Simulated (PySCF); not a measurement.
## Peak assignment

Atoms are numbered as in `[CH3:1][C:2](=[O:3])[c:4]1[n:5][n:6][cH:7][o:8]1` (H(Xn): hydrogen on atom n).

- coordinates at the GFN2-xTB level
- GIAO PBE0/pcSseg-1 shieldings
- run in PySCF
- no solvent model, fast rotation and ring inversion assumed for equivalent nuclei, relativity neglected, a single conformation

Chemical shifts δ = σref − σ; ¹³C (σ = 186.93 ppm) and ¹H (σ = 31.72 ppm) vs TMS, all at this level.

(1) Assign these signals to the numbered atoms. ¹³C{¹H} NMR (computed): δ 190.4, 168.8, 159.9, 31.2.

(2) Assign these signals to the numbered atoms. ¹H NMR (400 MHz, computed): δ 8.45 (s, 1H), 2.96 (s, 3H).

Results:

(1) 
190.4 → C2, ketone carbonyl carbon: the double bond to the heteroatom, with no lone-pair donor beside it, deshields it most
168.8 → C4, substituted aromatic carbon next to the ring oxygen
159.9 → C7, aromatic CH between two ring heteroatoms
31.2 → C1, methyl carbon α to a carbonyl: α to the electron-withdrawing carbonyl group

(2) 
```tsv
δ (ppm)	atoms	environment	reason
8.45	H(C7)	hydrogen on an aromatic CH between two ring heteroatoms	ring-current deshielding
2.96	H(C1)	hydrogen on a methyl carbon α to a carbonyl	α to C=O
```

Shifts are as computed. Against solution values, carbons near 30 ppm lie about +3 ppm off and those near 130 ppm about +5 ppm. Of 1211 compounds with measured shifts, 218 miss one by over three times the rms of a fit or turn the order of signals round; such compounds aren't used in these exercises. No couplings were computed; multiplicities are counted from neighbouring protons, with m where these are inequivalent, close in shift, in a saturated or five-membered ring or joined by F or P, and br s for small geminal =CH2 splittings.
